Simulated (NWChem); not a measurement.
System: CH3BBrCl; SMILES BrB(C)Cl

The following NWChem deck was run.

```
start job
memory heap 200 mb stack 900 mb global 1100 mb
geometry units angstroms noautosym nocenter noautoz
  B      0.426082    -0.575391     0.016163
  Cl    -0.750997    -1.880612    -0.120610
  Br    -0.241358     1.230987     0.113635
  C      1.962427    -0.859554     0.008688
  H      2.544694    -0.094235     0.556996
  H      2.305274    -0.819384    -1.050895
  H      2.210243    -1.871040     0.385467
end
basis spherical
  B library def2-svpd
  Cl library def2-svpd
  Br library def2-svpd
  C library def2-svpd
  H library def2-svpd
end
dft
  xc pbe0
  iterations 150
end
property
  response 1 0.0773
end
task dft property
```

Parts of the log:

```
             Northwest Computational Chemistry Package (NWChem) 7.3.0
             --------------------------------------------------------

                             Geometry "geometry" -> ""
                             -------------------------

 Output coordinates in angstroms (scale by  1.889725989 to convert to a.u.)

  No.       Tag          Charge          X              Y              Z
 ---- ---------------- ---------- -------------- -------------- --------------
    1 B                    5.0000     0.42608200    -0.57539100     0.01616300
    2 Cl                  17.0000    -0.75099700    -1.88061200    -0.12061000
    3 Br                  35.0000    -0.24135800     1.23098700     0.11363500
    4 C                    6.0000     1.96242700    -0.85955400     0.00868800
    5 H                    1.0000     2.54469400    -0.09423500     0.55699600
    6 H                    1.0000     2.30527400    -0.81938400    -1.05089500
    7 H                    1.0000     2.21024300    -1.87104000     0.38546700

 Effective nuclear repulsion energy (a.u.)     275.4802496285

                              NWChem Property Module
                              ----------------------

                                 NWChem DFT Module
                                 -----------------

 Summary of "ao basis" -> "ao basis" (spherical)
 ------------------------------------------------------------------------------
       Tag                 Description            Shells   Functions and Types
 ---------------- ------------------------------  ------  ---------------------
 B                         def2-svpd                 8       20   4s2p2d
 Cl                        def2-svpd                11       27   5s4p2d
 Br                        def2-svpd                15       41   6s5p4d
 C                         def2-svpd                 8       20   4s2p2d
 H                         def2-svpd                 4        8   2s2p

            General Information
            -------------------
          SCF calculation type: DFT
          Wavefunction type:  closed shell.
          No. of atoms     :     7
          No. of electrons :    66
           Alpha electrons :    33
            Beta electrons :    33
          Charge           :     0
          Spin multiplicity:     1
          Use of symmetry is: off; symmetry adaption is: off
          Maximum number of iterations: 150
          AO basis - number of functions:   132
                     number of shells:    54
          Convergence on energy requested:  1.00D-06
          Convergence on density requested:  1.00D-05
          Convergence on gradient requested:  5.00D-04

              XC Information
              --------------
                         PBE0 Method XC Functional
                     Hartree-Fock (Exact) Exchange  0.250
          PerdewBurkeErnzerhof Exchange Functional  0.750
            Perdew 1991 LDA Correlation Functional  1.000 local
           PerdewBurkeErnz. Correlation Functional  1.000 non-local

             Grid Information
             ----------------
          Grid used for XC integration:  medium
          Radial quadrature: Mura-Knowles
          Angular quadrature: Lebedev.
          Tag              B.-S. Rad. Rad. Pts. Rad. Cut. Ang. Pts.
          ---              ---------- --------- --------- ---------
          B                   0.85       49          11.0       434
          Cl                  1.00       88          13.0       590
          Br                  1.15      112          12.0       590
          C                   0.70       49          12.0       434
          H                   0.35       45          13.0       434
          Grid pruning is: on
          Number of quadrature shells:   433
          Spatial weights used:  Erf1

      Superposition of Atomic Density Guess
      -------------------------------------

 Sum of atomic energies:       -3095.04492664

      Non-variational initial energy
      ------------------------------

 Total energy =   -3096.622539
 1-e energy   =   -4849.308943
 2-e energy   =    1477.206154
 HOMO         =      -0.380058
 LUMO         =       0.015989

   convergence    iter        energy       DeltaE   RMS-Dens  Diis-err
 ---------------- ----- ----------------- --------- --------- ---------
 d= 0,ls=0.0,diis     1  -3098.1221042046 -3.37D+03  9.44D-03  4.96D-01
 d= 0,ls=0.0,diis     2  -3098.1036952301  1.84D-02  6.15D-03  5.73D-01
 d= 0,ls=0.0,diis     3  -3098.1784757151 -7.48D-02  1.22D-03  2.97D-02
 d= 0,ls=0.0,diis     4  -3098.1828210679 -4.35D-03  2.76D-04  1.66D-03
 d= 0,ls=0.0,diis     5  -3098.1830303034 -2.09D-04  5.75D-05  8.83D-05
  Resetting Diis
 d= 0,ls=0.0,diis     6  -3098.1830419038 -1.16D-05  9.22D-06  9.73D-07
 d= 0,ls=0.0,diis     7  -3098.1830419842 -8.05D-08  4.71D-06  1.16D-07

         Total DFT energy =    -3098.183041984247
      One electron energy =    -4851.999969280369
           Coulomb energy =     1607.966788452907
    Exchange-Corr. energy =     -129.630110785252
 Nuclear repulsion energy =      275.480249628468

 Numeric. integr. density =       65.999999705788

                       DFT Final Molecular Orbital Analysis
                       ------------------------------------

[...]

 DFT Linear Response polarizability / au
 Frequency  =       0.0773000 / au
 Wavelength =     589.4353558 / nm
              X              Y              Z
 -----------------------------------------------
 X      66.3702400     -0.5123940     -0.0760919
 Y      -0.5123981     78.3374266      2.1246551
 Z      -0.0760907      2.1246509     49.5120616
 -----------------------------------------------
 Eigenvalues =      66.3483536     78.5151618     49.3562128
 Isotropic   =      64.7399094
 Anisotropic =      25.3673844
 -----------------------------------------------

 Magnetic Dipole Response Matrix (nonzero elements):
```

Level: PBE0/def2-SVPD. The geometry was optimised at PBE-D3(BJ)/def2-SVP.
